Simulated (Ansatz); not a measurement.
C6H14F2Si (`CC(C)(C)C[Si](C)(F)F`), 23 atoms. Charge 0, multiplicity 1. All runs use 6 threads of an AMD EPYC 7R13 on a shared host and a share of an NVIDIA H100 80 GB. Correlated methods freeze the cores.

Task: Give the basis size and wall time and peak host memory of each of these runs in Ansatz. RKS SPW92 (LDA)/def2-TZVPP energy; RKS PBE0-D4/def2-QZVPP energy; RKS PBE0-D4/def2-TZVP relaxation (7 steps); RHF-MP2/def2-QZVPP energy; RKS BLYP-D4/def2-TZVPP energy; RHF-CCSD(T)/def2-SVP energy; RKS CAM-B3LYP-D4/def2-TZVPP energy; RKS r2SCANh-D4/def2-TZVPP energy; RHF-CCSD(T)/def2-TZVPP energy; RKS PBE0-D4/def2-SVP energy; RKS ωB97M-V/def2-SVP energy; RKS ωB97M-V/def2-QZVPP energy. (Best estimate.)

Result: Ansatz gave: Other jobs shared the machine, so times are rough.

```json
{"level": "RKS r2SCANh-D4/def2-TZVPP", "job": "energy", "functions": "486", "wall time": "9.5 s", "peak host memory (GiB)": "1.1"}
{"level": "RHF-CCSD(T)/def2-SVP", "job": "energy", "functions": "200", "wall time": "11 s", "peak host memory (GiB)": "0.82"}
{"level": "RKS BLYP-D4/def2-TZVPP", "job": "energy", "functions": "486", "wall time": "12 s", "peak host memory (GiB)": "1.1"}
{"level": "RKS SPW92 (LDA)/def2-TZVPP", "job": "energy", "functions": "486", "wall time": "13 s", "peak host memory (GiB)": "1.1"}
{"level": "RKS PBE0-D4/def2-SVP", "job": "energy", "functions": "200", "wall time": "13 s", "peak host memory (GiB)": "0.86"}
{"level": "RKS CAM-B3LYP-D4/def2-TZVPP", "job": "energy", "functions": "486", "wall time": "14 s", "peak host memory (GiB)": "1.1"}
{"level": "RHF-MP2/def2-QZVPP", "job": "energy", "functions": "946", "wall time": "15 s", "peak host memory (GiB)": "1.7"}
{"level": "RKS PBE0-D4/def2-QZVPP", "job": "energy", "functions": "946", "wall time": "18 s", "peak host memory (GiB)": "1.5"}
{"level": "RKS ωB97M-V/def2-QZVPP", "job": "energy", "functions": "946", "wall time": "23 s", "peak host memory (GiB)": "1.6"}
{"level": "RKS ωB97M-V/def2-SVP", "job": "energy", "functions": "200", "wall time": "27 s", "peak host memory (GiB)": "0.97"}
{"level": "RKS PBE0-D4/def2-TZVP", "job": "relaxation (7 steps)", "functions": "369", "wall time": "31 s", "peak host memory (GiB)": "1"}
{"level": "RHF-CCSD(T)/def2-TZVPP", "job": "energy", "functions": "486", "wall time": "42 s", "peak host memory (GiB)": "1.1"}
```
